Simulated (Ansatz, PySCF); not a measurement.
B(Me)(vinyl)(OH) (C3H7BO), SMILES C=CB(C)O. Atoms are numbered in the order given.

```xyz
12

B     -0.2530     0.1637     0.3438
C     -1.7085     0.1571     0.9618
H     -2.0220    -0.8799     1.1782
H     -2.4339     0.5389     0.2211
H     -1.8243     0.7473     1.8863
C      0.0728    -0.6317    -0.9672
C      1.2920    -0.6574    -1.5287
H     -0.7286    -1.1997    -1.4585
H      1.5104    -1.2165    -2.4456
H      2.1271    -0.1085    -1.0798
O      0.7755     0.8543     0.9158
H      0.5151     1.3228     1.7179
```

Coordinates come from a B3LYP-D3(BJ)/def2-SVP optimisation. Other conformers were not sampled.

Two levels are set side by side: PBE-D3(BJ)/def2-SVP (Ansatz, an electronic-structure program) and B3LYP-D3(BJ)/def2-SVP (Ansatz). Each level has its own optimised geometry; the coordinates shown are those of the second. Frequencies come from the Hessian of PySCF at each geometry. Differences are taken from unrounded values.

```csv
quantity,B3LYP-D3(BJ),PBE-D3(BJ),PBE-D3(BJ) minus B3LYP-D3(BJ)
mean bond length (Å),1.220,1.227,0.007
bond B1–C2 (Å),1.581,1.584,0.003
bond B1–C6 (Å),1.568,1.572,0.004
bond B1–O11 (Å),1.364,1.373,0.009
bond C6–C7 (Å),1.342,1.351,0.008
bond C2–H3 (Å),1.105,1.112,0.007
bond C2–H4 (Å),1.105,1.112,0.007
bond C2–H5 (Å),1.103,1.110,0.007
bond C6–H8 (Å),1.098,1.106,0.008
bond C7–H9 (Å),1.096,1.104,0.008
bond C7–H10 (Å),1.096,1.104,0.008
bond O11–H12 (Å),0.965,0.973,0.009
highest harmonic wavenumber (cm⁻¹),3852,3737,-115
mean harmonic wavenumber (cm⁻¹),1434,1397,-37
zero-point energy (kcal/mol),61.51,59.91,-1.60
```

Exact exchange shortens and stiffens bonds; PBE has none. Differences between two approximate levels are no errors against the true value.
